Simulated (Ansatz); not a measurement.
Geometry optimisation, Ansatz 0.2.0, RKS PBE/6-31G*.

The input (input.yaml):

```yaml
crystal:
  periodic: [false, false, false]
  atoms:
    - { symbol: B, position_ang: [-0.10466, -0.304427, -0.078338] }
    - { symbol: H, position_ang: [-0.086006, -0.595394, 1.090332] }
    - { symbol: O, position_ang: [1.071056, -0.403066, -0.787018] }
    - { symbol: H, position_ang: [1.827341, -0.652217, -0.221564] }
    - { symbol: C, position_ang: [-1.447332, -0.051622, -0.849709] }
    - { symbol: H, position_ang: [-2.039434, -0.988946, -0.898116] }
    - { symbol: H, position_ang: [-2.079103, 0.683422, -0.328239] }
    - { symbol: H, position_ang: [-1.294219, 0.298808, -1.881719] }
    - { symbol: O, position_ang: [0.042452, 2.006904, 1.130812] }
    - { symbol: H, position_ang: [0.997938, 2.007886, 0.919361] }
    - { symbol: H, position_ang: [-0.058532, 1.177351, 1.666598] }
basis:
  gaussian: { orbitals: "6-31G*" }
hamiltonian:
  xc: pbe
relax:
  f_tol: 0.03
  max_steps: 50
output:
  orbitals: {}
```

Run as:

```bash
$ ansatz run input.yaml --threads 1 --pin off --max-ram 2048MiB --backend cpu --events-out ev --progress --plain --runs-dir out
```

**Question.** Where does it end, and by what steps?

**Answer.** The forces met the threshold. The force dipped under the threshold on the way, but the program's further checks kept it going. After 19 steps the energy has fallen by 0.089 eV; H10 moved furthest, 0.65 Å.

```csv
step,energy less start (eV),largest force component (eV/Å),accepted
0,0.0000,0.557,yes
1,-0.0216,0.750,yes
2,-0.0086,1.181,no
3,-0.0401,0.396,yes
4,-0.0504,0.080,yes
5,-0.0558,0.518,yes
6,-0.0638,0.481,yes
7,-0.0748,0.368,yes
8,-0.0548,1.110,no
9,-0.0845,0.045,yes
10,-0.0860,0.069,yes
11,-0.0869,0.091,yes
12,-0.0873,0.068,yes
13,-0.0876,0.027,yes
14,-0.0880,0.032,yes
15,-0.0883,0.048,yes
16,-0.0886,0.051,yes
17,-0.0889,0.058,yes
18,-0.0890,0.034,yes
19,-0.0890,0.020,yes
```

```xyz
11
Properties=species:S:1:pos:R:3
B -0.175 -0.315 0.042
H -0.247 -0.884 1.117
O 1.077 -0.237 -0.576
H 1.759 -0.640 -0.006
C -1.448 -0.007 -0.832
H -1.833 -0.954 -1.258
H -2.265 0.428 -0.233
H -1.235 0.666 -1.681
O 0.005 1.779 1.003
H 0.739 1.829 0.354
H 0.453 1.514 1.832
```

The run took 50 s on 1 thread of Arm Neoverse V1, on a shared host, peak memory 0.13 GiB.
